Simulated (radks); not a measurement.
Values are calculated unless marked as measured or tabulated.
Q: Species: Fe. Configuration: [Ar] 3d6 4s2 (the NIST ground configuration). Code: a radial shooting solver on a logarithmic mesh with Libxc functionals. Model: Dirac Kohn-Sham, revPBE, spin-unpolarised, spherical densities, finite nucleus; open shells fill j = l - 1/2 first; Fermi nuclear charge, rms radius 3.7377 fm. Some entries of the table are withheld. Estimate them.

orbital,occ.,eigenvalue (eV),<r> (bohr)
1s1/2,2,(1),0.05845
2s1/2,2,-819.5079,0.2667
2p1/2,2,(2),0.2334
2p3/2,4,(3),0.2364
3s1/2,2,-94.0077,0.8104
3p1/2,2,(4),0.8514
3p3/2,4,(5),0.8608
3d3/2,4,-7.5102,(6)
3d5/2,2,-7.3585,(7)
4s1/2,2,-5.2268,2.997

A: 
(1) 1s1/2 eigenvalue (eV): -6997.900
(2) 2p1/2 eigenvalue (eV): -706.4176
(3) 2p3/2 eigenvalue (eV): -693.9384
(4) 3p1/2 eigenvalue (eV): -61.0204
(5) 3p3/2 eigenvalue (eV): -59.4817
(6) 3d3/2 <r> (bohr): 1.137
(7) 3d5/2 <r> (bohr): 1.144
